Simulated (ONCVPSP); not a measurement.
**An all-electron radial function and its pseudo partner (boron (B))**

Columns: radius, all-electron u(r) and pseudo u(r) of the 2p shell (level -3.73 eV) of boron in the configuration [He] 2s1.75 2p1.25; PBE, scalar-relativistic, ONCV scheme, ONCVPSP 4.0.1.

```json
{"r (bohr)": "0.200", "all-electron": "0.0875", "pseudo": "0.0225"}
{"r (bohr)": "0.400", "all-electron": "0.2342", "pseudo": "0.0866"}
{"r (bohr)": "0.600", "all-electron": "0.3687", "pseudo": "0.1830"}
{"r (bohr)": "0.800", "all-electron": "0.4732", "pseudo": "0.2980"}
{"r (bohr)": "1.000", "all-electron": "0.5492", "pseudo": "0.4164"}
{"r (bohr)": "1.200", "all-electron": "0.5982", "pseudo": "0.5236"}
{"r (bohr)": "1.400", "all-electron": "0.6232", "pseudo": "0.6082"}
{"r (bohr)": "1.600", "all-electron": "0.6291", "pseudo": "0.6633"}
{"r (bohr)": "1.800", "all-electron": "0.6207", "pseudo": "0.6872"}
{"r (bohr)": "2.000", "all-electron": "0.6020", "pseudo": "0.6826"}
{"r (bohr)": "2.200", "all-electron": "0.5763", "pseudo": "0.6554"}
{"r (bohr)": "2.400", "all-electron": "0.5461", "pseudo": "0.6131"}
{"r (bohr)": "2.600", "all-electron": "0.5135", "pseudo": "0.5634"}
{"r (bohr)": "2.800", "all-electron": "0.4798", "pseudo": "0.5123"}
{"r (bohr)": "3.000", "all-electron": "0.4461", "pseudo": "0.4644"}
{"r (bohr)": "3.200", "all-electron": "0.4132", "pseudo": "0.4216"}
{"r (bohr)": "3.400", "all-electron": "0.3815", "pseudo": "0.3844"}
{"r (bohr)": "3.600", "all-electron": "0.3513", "pseudo": "0.3519"}
{"r (bohr)": "3.800", "all-electron": "0.3228", "pseudo": "0.3229"}
{"r (bohr)": "4.000", "all-electron": "0.2962", "pseudo": "0.2962"}
{"r (bohr)": "4.200", "all-electron": "0.2713", "pseudo": "0.2713"}
{"r (bohr)": "4.400", "all-electron": "0.2482", "pseudo": "0.2482"}
{"r (bohr)": "4.600", "all-electron": "0.2268", "pseudo": "0.2268"}
{"r (bohr)": "4.800", "all-electron": "0.2070", "pseudo": "0.2070"}
{"r (bohr)": "5.000", "all-electron": "0.1887", "pseudo": "0.1887"}
{"r (bohr)": "5.200", "all-electron": "0.1718", "pseudo": "0.1719"}
```

How many radial nodes do the two functions have?

The all-electron 2p function has n − l − 1 = 0; the pseudo-wave has 0.

At about which radius was the pseudo-wave matched?

4.00 bohr, where the columns begin to agree (steps of 0.20 bohr).

Is the pseudo-wave norm-conserving?

Yes: the ONCV scheme keeps the norm inside the radius equal to the all-electron one, which fixes the energy derivative of the logarithmic derivative at the level.
